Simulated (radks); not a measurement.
Values are calculated unless marked as measured or tabulated.
Charge is removed step by step from the 5p down level of neutral erbium, starting from [Kr] 4d10 4f12 5s2 5p(up 3, down 3) 6s2. Level of theory: scalar-relativistic Kohn-Sham, BLYP, spin-polarised, spherical densities, finite nucleus; open shells are filled with parallel spins first (spin-orbit coupling, left out, can overturn this in heavy ions); Fermi nuclear charge, rms radius 5.2516 fm (a radial shooting solver on a logarithmic mesh with Libxc functionals).

\begin{tabular}{lrrr}
removed (e) & E - E(0) (eV) & eigenvalue (eV) & E minus straight line (eV) \\ \hline
0 & 0.000 & -25.863 & 0.000 \\
0.25 & 6.770 & -28.390 & -1.001 \\
0.5 & 14.188 & -31.048 & -1.353 \\
0.75 & 22.284 & -33.810 & -1.027 \\
1 & 31.082 & -36.660 & 0.000 \\
\end{tabular}

Removing the whole electron costs 31.082 eV by Delta-SCF, against 25.863 eV from minus the eigenvalue at the starting occupation. Slater's transition state (half an electron removed) gives 31.048 eV. Integrating minus the eigenvalue over the occupation (Janak's theorem) gives 31.118 eV. In this scalar-relativistic scheme the density is built from large components alone, so the theorem holds only approximately. The mean slope of the eigenvalue, de/dn, is 10.8 eV per electron.
